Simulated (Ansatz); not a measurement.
The pair A = BH3 (SMILES B) (first 4 atoms), B = AsH3 (SMILES [AsH3]); geometry from B3LYP-D3(BJ)/def2-TZVP.
(charge 0, multiplicity 1):
```xyz
8

B     -0.0052    -0.0598     0.6296
H     -0.8662     0.7776     0.5787
H     -0.3529    -1.1824     0.3770
H      1.0665     0.2658     0.1928
As     0.3750    -0.1724     2.6825
H     -0.7471    -0.5623     3.6143
H      0.8476     1.0638     3.4090
H      1.4233    -1.1376     3.1811
```

Cores are frozen in the correlated methods. Filled d and f shells under p-block atoms count as core. MP2 and its Hartree–Fock in aug-cc-pVQZ are density fitted.

Run with Ansatz (Gaussian basis) for Hartree–Fock, density functionals and correlated methods. Each number belongs to the level named beside it.

The counterpoise-corrected interaction energy is E(AB) − E(A in the pair's basis) − E(B in the pair's basis). Total energies (hartree):

```tsv
level	AB	A in the pair's basis	B in the pair's basis
HF/aug-cc-pVTZ	-2262.3827411	-26.3851765	-2235.9730744
MP2/aug-cc-pVTZ	-2262.6802097	-26.5013718	-2236.1330776
HF/aug-cc-pVQZ	-2262.3882187	-26.3869502	-2235.9765972
MP2/aug-cc-pVQZ	-2262.7019780	-26.5092217	-2236.1454165
CCSD(T)/aug-cc-pVTZ	-2262.7341706	-26.5258039	-2236.1654715
```

### Question
Work out the counterpoise-corrected interaction energy at the basis-set limit: extrapolate the MP2 correlation part as X⁻³, take Hartree–Fock from the larger set, and add the CCSD(T) − MP2 difference of aug-cc-pVTZ.

### Answer

1. Differences (1 hartree = 627.509 kcal/mol): HF/aug-cc-pVTZ -15.368; MP2/aug-cc-pVTZ -28.715; HF/aug-cc-pVQZ -15.481; MP2/aug-cc-pVQZ -29.706; CCSD(T)/aug-cc-pVTZ -26.917.
2. Correlation parts, MP2 less HF: -13.347 in aug-cc-pVTZ (X = 3), -14.225 in aug-cc-pVQZ (X = 4).
3. Limit (4³·(-14.225) − 3³·(-13.347))/(4³ − 3³) = -14.865; with HF/aug-cc-pVQZ it gives -30.347.
4. CCSD(T) less MP2 in aug-cc-pVTZ: 1.798.
Result: -28.55 kcal/mol, against -28.72 at MP2/aug-cc-pVTZ. It is an estimate of this method's limit, not of the exact value.

Ansatz is an electronic-structure program.
